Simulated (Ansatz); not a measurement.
Mulliken charges of CH6AlBO, SMILES `B[CH2][AlH][OH]` from ωB97M-V/def2-TZVPP in Ansatz (PBE0-D4/def2-TZVP geometry).

```
atom   x (Å)   y (Å)   z (Å)  charge (e)
  B1  -1.394   0.684  -0.540      -0.252
  C2  -0.814  -0.669  -0.207      -0.362
 Al3   0.886  -0.186   0.670       0.538
  O4   2.218   0.023  -0.354      -0.385
  H5  -1.150   1.218  -1.585       0.074
  H6  -2.031   1.292   0.278       0.070
  H7  -0.478  -1.294  -1.040       0.137
  H8  -1.305  -1.242   0.586       0.130
  H9   1.049  -0.087   2.240      -0.110
 H10   3.102   0.210  -0.044       0.160
```

Question: By hand: the dipole of these point charges (1 e Å = 4.8032 D).

Answer: Σ q r = (0.187, -0.154, 0.290) e Å, of length 0.378 e Å = 1.82 D.

Question: How does the dipole of the full density compare? (An estimate is asked.)

Answer: The calculation gave: (0.272, -0.195, 0.226) e Å, 1.94 D; the point charges give 0.94 times that, at 16° from its direction.

Point charges leave out the atoms' own dipoles, such as those of lone pairs, and Mulliken's split depends on the basis, so the close match here is no proof of good charges.
